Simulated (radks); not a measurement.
Coulomb parameter of the 3d shell of the copper ion Cu+ in the model configuration [Ar] 3d9 4p1, as a second difference U = [E(n + 0.5) + E(n - 0.5) - 2 E(n)] / (0.5)^2 with all orbitals relaxed. "Bare": the charge of the atom changes with n. "Screened": the 4p shell takes up the change at fixed total charge, which measures U(3d,3d) + U(4p,4p) - 2 U(3d,4p). Calculated with a radial shooting solver on a logarithmic mesh with Libxc functionals: scalar-relativistic Kohn-Sham, PBE, spin-unpolarised, spherical densities, finite nucleus; Fermi nuclear charge, rms radius 3.8823 fm.

case              configuration  E - E(n) (eV)
start              [Ar] 3d9 4p1          0.000
bare +0.5        [Ar] 3d9.5 4p1         -8.403
bare -0.5        [Ar] 3d8.5 4p1         12.306
screened +0.5  [Ar] 3d9.5 4p0.5         -5.335
screened -0.5  [Ar] 3d8.5 4p1.5          6.705

U(bare) = 15.610 eV, U(screened by 4p) = 5.480 eV, against the Slater integral F0(3d,3d) = 27.345 eV with frozen orbitals.
